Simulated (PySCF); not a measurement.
AlSn: from constants to spectrum

UHF-CCSD(T) constants of AlSn, ⁴Σ⁻ (quartet), unpaired electrons σ ↑, π ↑↑ (PySCF, scalar-relativistic core potentials, basis sets Al aug-cc-pV(D+d)Z, Sn aug-cc-pVDZ-PP with ECP28; masses 26.9815 and 119.9022 u):

```
ωe              : 259.3 cm⁻¹
ωexe            : 1.01 cm⁻¹
Be              : 0.10485 cm⁻¹
αe              : 0.000564 cm⁻¹
D (centrifugal) : 6.86e-08 cm⁻¹
De to Al + Sn   : 1.94 eV
```

**Question.** Give the vibrational terms G(v) and spacings up to v = 6.

**Answer.** G(v) = ωe(v+½) − ωexe(v+½)².

```json
{"v": "0", "G(v) (cm⁻¹)": "129.4", "G(v) − G(v−1)": "", "Bv (cm⁻¹)": "0.1046"}
{"v": "1", "G(v) (cm⁻¹)": "386.7", "G(v) − G(v−1)": "257.3", "Bv (cm⁻¹)": "0.1040"}
{"v": "2", "G(v) (cm⁻¹)": "641.9", "G(v) − G(v−1)": "255.3", "Bv (cm⁻¹)": "0.1034"}
{"v": "3", "G(v) (cm⁻¹)": "895.2", "G(v) − G(v−1)": "253.2", "Bv (cm⁻¹)": "0.1029"}
{"v": "4", "G(v) (cm⁻¹)": "1146.4", "G(v) − G(v−1)": "251.2", "Bv (cm⁻¹)": "0.1023"}
{"v": "5", "G(v) (cm⁻¹)": "1395.6", "G(v) − G(v−1)": "249.2", "Bv (cm⁻¹)": "0.1017"}
{"v": "6", "G(v) (cm⁻¹)": "1642.8", "G(v) − G(v−1)": "247.2", "Bv (cm⁻¹)": "0.1012"}
```

**Question.** How well does the Morse estimate ωe²/(4ωexe) reproduce De, and what is D0?

**Answer.** It gives 2.06 eV, 106 % of the computed De. D0 = De − G(0) = 1.94 − 0.02 = 1.92 eV.

Correlated steps freeze 9 core orbitals. Correlated levels converge slowly with the basis: in double zeta they bind strong bonds too weakly, by up to about 1 eV, and carry superposition errors of some tenths. These are scalar-relativistic numbers at best; spin–orbit coupling would shift them, the dissociation energy most. The state was picked by a PBE0 search and need not be the measured ground state.
